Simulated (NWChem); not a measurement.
C$_{7}$H$_{7}$, doublet; SMILES Cc1[c]cccc1

```xyz
14

C     -0.1081    -2.4632     0.0000
C     -0.0592    -0.9555     0.0000
C     -1.1987    -0.1570     0.0000
C     -1.2495     1.2236     0.0000
C     -0.0109     1.9050     0.0000
C      1.1837     1.1685     0.0000
C      1.1620    -0.2364     0.0000
H     -0.6477    -2.8454     0.8907
H     -0.6477    -2.8454    -0.8907
H      0.9099    -2.8981     0.0000
H     -2.2006     1.7800     0.0000
H      0.0101     3.0063     0.0000
H      2.1503     1.6946     0.0000
H      2.1094    -0.8014     0.0000
```
Atoms are numbered in this order, from 1.

Program: NWChem. Pople sets run with spherical d functions. Spin-unrestricted. Structure relaxed at the PBE-D3(BJ)/def2-SVP, spin-unrestricted level. Not confirmed as a minimum by frequencies. No stability test was run on the SCF state. Vertical excitations in the gas phase. Excited states of an open shell can be spin-contaminated.

Q: Estimate the computed values for PBE/6-31G*, TDA. Quantities: lowest excitation (eV); oscillator strength of that lowest state; lowest empty minus highest occupied level, either spin (eV).

A: 
```json
{
 "lowest excitation (eV)": "2.77",
 "oscillator_strength_of_that_lowest_state": "0.000",
 "lowest empty minus highest occupied level, either spin (eV)": "2.39"
}
```
